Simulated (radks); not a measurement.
Values are calculated unless marked as measured or tabulated.
Task: Neutral silver, [Kr] 4d10 5s1. Level of theory: non-relativistic Kohn-Sham, PBE, spin-polarised, spherical densities, point nucleus (a radial shooting solver on a logarithmic mesh with Libxc functionals). Every spin shell is full or empty, so the densities are truly spherical. Functionals are evaluated on that one density, not self-consistently. Rank these orbital-free kinetic functionals by their error against the exact value of the orbitals, and give that value: Thomas-Fermi, von Weizsacker, TF + vW, TF + vW/9, TF + vW/5, LC94, APBEK, revAPBEK, Perdew 92, Thakkar, Pearson, LKT, PG1, DePristo-Kress, Ernzerhof.

Result: Exact: 5197.38 hartree. From best to worst, with 100 (|E| - |E exact|)/|E exact| (equal figures are ties): LC94 +0.08, DePristo-Kress -0.08, APBEK +0.13, revAPBEK +0.32, Ernzerhof -0.39, Thakkar -0.54, Perdew 92 -0.66, TF + vW/9 -0.67, Pearson -0.93, TF + vW/5 +3.10, Thomas-Fermi -5.39, PG1 +15.45, LKT +19.65, TF + vW +37.02, von Weizsacker -57.59.
